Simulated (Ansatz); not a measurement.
The pair A = C2H4 (SMILES C=C) (first 6 atoms), B = CHN (SMILES C#N); geometry from B3LYP-D3(BJ)/def2-TZVP.
(charge 0, multiplicity 1):
```xyz
9

C      0.6559     0.0111    -0.0014
C     -0.6670     0.0437     0.0893
H      1.2053    -0.9226     0.0198
H      1.2418     0.9158    -0.1115
H     -1.2172     0.9766     0.0571
H     -1.2537    -0.8618     0.1883
C      0.2488     0.2742     3.6655
N      0.3284     0.3500     4.8069
H      0.1740     0.2028     2.5987
```

Frozen-core correlation.

Programs: Ansatz (Gaussian orbitals). 

Total energies (hartree), monomers frozen at their geometry in the pair:

```
structure              HF/aug-cc-pVDZ  PBE/def2-TZVPPD  CCSD(T)/aug-cc-pVTZ
---------------------  --------------  ---------------  -------------------
AB                       -170.9341439     -171.8529220         -171.7288222
A in the pair's basis     -78.0440144      -78.5019219          -78.4440048
B in the pair's basis     -92.8881973      -93.3476617          -93.2811820
A                         -78.0436789      -78.5018189          -78.4436077
B                         -92.8879819      -93.3476066          -93.2807564
```

**Question.** Work out the interaction energy without and with the counterpoise correction, and the superposition error, for each level.

**Answer.** 
E(AB) − E(A) − E(B), times 627.509 kcal/mol, with the monomers in their own basis and then in the pair's basis:
- HF/aug-cc-pVDZ: -1.56 uncorrected, -1.21 corrected; the monomers gain 0.35 kcal/mol from borrowed functions
- PBE/def2-TZVPPD: -2.19 uncorrected, -2.09 corrected; the monomers gain 0.10 kcal/mol from borrowed functions
- CCSD(T)/aug-cc-pVTZ: -2.80 uncorrected, -2.28 corrected; the monomers gain 0.52 kcal/mol from borrowed functions

Ansatz is a first-principles code.
